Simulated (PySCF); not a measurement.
SMILES [CH3][AlH][O][Si](C)(C)C (C₄H₁₃AlOSi) (GFN2-xTB optimised geometry):

```
20

Al     1.018     1.354     0.000
H      2.553     1.354     0.000
C     -0.087     3.009     0.000
H     -0.731     3.071    -0.884
H      0.521     3.917     0.017
H     -0.757     3.053     0.866
O      0.364    -0.185     0.000
Si    -0.255    -1.714    -0.004
C     -0.708    -2.149    -1.804
C      1.084    -2.886     0.675
C     -1.804    -1.711     1.107
H     -1.120    -3.151    -1.875
H      0.164    -2.104    -2.450
H     -1.446    -1.459    -2.203
H      1.987    -2.838     0.074
H      0.743    -3.917     0.678
H      1.356    -2.624     1.693
H     -2.553    -1.016     0.737
H     -1.559    -1.415     2.123
H     -2.258    -2.695     1.150
```

Calculation: PySCF 2.14.0 with B3LYP/def2-SVP.

Problem. What are the frontier orbital energies and the dipole moment?

Solution. HOMO-2 -7.95 eV, HOMO-1 -7.69 eV, HOMO -7.25 eV, LUMO -0.58 eV, LUMO+1 0.45 eV; dipole moment 0.68 D.

Meta-Löwdin charges at B3LYP/def2-SVP: Al1 0.85, H2 -0.19, C3 -0.59, H4 0.11, H5 0.11, H6 0.11, O7 -0.80, Si8 1.12, C9 -0.55, C10 -0.55, C11 -0.55, H12 0.11, H13 0.11, H14 0.11, H15 0.11, H16 0.10, H17 0.11, H18 0.11, H19 0.10, H20 0.10.
